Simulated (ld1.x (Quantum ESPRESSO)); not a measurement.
ruthenium (Ru): one change to a TM potential, before and after

| Property | Result |
| --- | --- |
| Element | ruthenium (Ru) |
| Generator | ld1.x (Quantum ESPRESSO) 7.5 |
| Type | norm-conserving Troullier–Martins (Kleinman–Bylander form) |
| Functional | PBE |
| Relativity | scalar-relativistic |
| Frozen core | [Kr] |
| Valence charge | 8 |
| Reference configuration | 4d7 5s1 5p0 |
| Partial waves | 5p (bound, empty): rc 3.80 bohr; 4d (bound): rc 1.40 bohr; 5s (bound): rc 2.55 bohr |
| Local potential | the s channel |
| Core correction | Bessel-smoothed model core inside 0.85 bohr |

All-electron outer shells of the reference configuration (PBE, scalar-relativistic, ld1.x):

```json
{"shell": "4s", "level (eV)": "-76.37", "outermost node (bohr)": "0.48", "outermost maximum (bohr)": "0.92"}
{"shell": "4p", "level (eV)": "-46.42", "outermost node (bohr)": "0.49", "outermost maximum (bohr)": "0.98"}
{"shell": "4d", "level (eV)": "-5.20", "outermost node (bohr)": "0.48", "outermost maximum (bohr)": "1.21"}
{"shell": "5s", "level (eV)": "-4.24", "outermost node (bohr)": "1.24", "outermost maximum (bohr)": "2.73"}
{"shell": "5p", "level (eV)": "-0.91", "outermost node (bohr)": "1.41", "outermost maximum (bohr)": "3.97"}
```

Change: wave 4d (bound): rc 1.40 bohr becomes 4d (bound): rc 1.26 bohr.

Cutoffs: the cutoffs (Ry, on a coarse ladder) from which the occupation-weighted sum of valence levels, in a spherical-Bessel basis at the reference potential, stays within 10 and 1 mRy of its value at 400 Ry; they do not see the model core or the augmentation charge, which bear on the density cutoff. Errors are all-electron minus pseudo energies relative to the spin-unpolarised reference configuration.

**Question.** Predict the effect on cutoff, ghosts and configuration errors.

**Answer.** The potential gets harder (55 Ry and 70 Ry → 60 Ry and 80 Ry); the number of tests with a reliable result goes from 6 to 7; the errors of the 6 common tests hardly move; neither file shows a bound ghost. A smaller radius makes the pseudo-wave follow the all-electron one further in, where it bends more sharply, so more plane waves are needed.

```csv
quantity,base,changed
"cutoff, loose",55 Ry,60 Ry
"cutoff, tight",70 Ry,80 Ry
loose cutoff by channel (10 mRy a level),"d 45 Ry, s 6 Ry","d 50 Ry, s 6 Ry"
bound ghosts,none,none
tests with a reliable result,6 of 7,7 of 7
"error for 4d6 5s0 5p0, meV [ΔE 25.48 eV]",-127,-126
"error for 4d5 5s0 5p0, meV [ΔE 56.10 eV]",-680,-680
"error for 4d7.5 5s0.5 5p0, meV [ΔE -0.32 eV]",-25,-25
"error for 4d6 5s2 5p0, meV [ΔE 1.70 eV]",-128,-128
"error for 4d6 5s1 5p1, meV [ΔE 5.65 eV]",-124,-124
"error for 4d7 5s0.5 5p0, meV [ΔE 2.86 eV]",-3.6,-3.6
s: phases at 4.09 bohr within 0.05 rad from the reference energy up to (Ry; the scan ends near 5),1.0,1.0
p: phases at 4.09 bohr within 0.05 rad from the reference energy up to (Ry; the scan ends near 5),1.4,1.4
d: phases at 4.09 bohr within 0.05 rad from the reference energy up to (Ry; the scan ends near 5),0.4,0.4
```
